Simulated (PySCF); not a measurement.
Al(OH)(OMe)(SeH) (CH5AlO2Se), SMILES [OH][Al]([O]C)[SeH]. Atoms are numbered in the order given.

```xyz
10

Al     0.5315    -0.4293     0.0459
O      2.0070    -0.4837     0.8867
H      2.6798    -1.1678     0.8560
O     -0.0435    -1.5947    -1.0254
C      0.1840    -2.8152    -1.6539
H      0.1984    -2.6915    -2.7520
H      1.1453    -3.2786    -1.3574
H     -0.6205    -3.5334    -1.4127
Se    -0.8035     1.4064     0.4048
H      0.1944     1.9533     1.3388
```

Coordinates come from a r2SCAN-D4/def2-SVP optimisation. One conformer was computed; it need not be the lowest.

The numbers are results of PBE/def2-TZVP in PySCF, not measurements.

Gas-phase values at a fixed geometry.

| Quantity | Result |
|---|---|
| total energy | -2835.06704 hartree |
| highest occupied level | -5.98 eV |
| lowest empty level | -1.34 eV |
| orbital gap | 4.64 eV |
| dipole moment | 2.48 D |
| quadrupole, principal values (traceless, Buckingham form, about the centre of nuclear charge) | -3.50, -3.12, 6.62 D·Å |
| mean static polarisability | 72.7 bohr³ (10.77 Å³) |
| polarisability, principal values | 58.5, 68.5, 91.0 bohr³ |
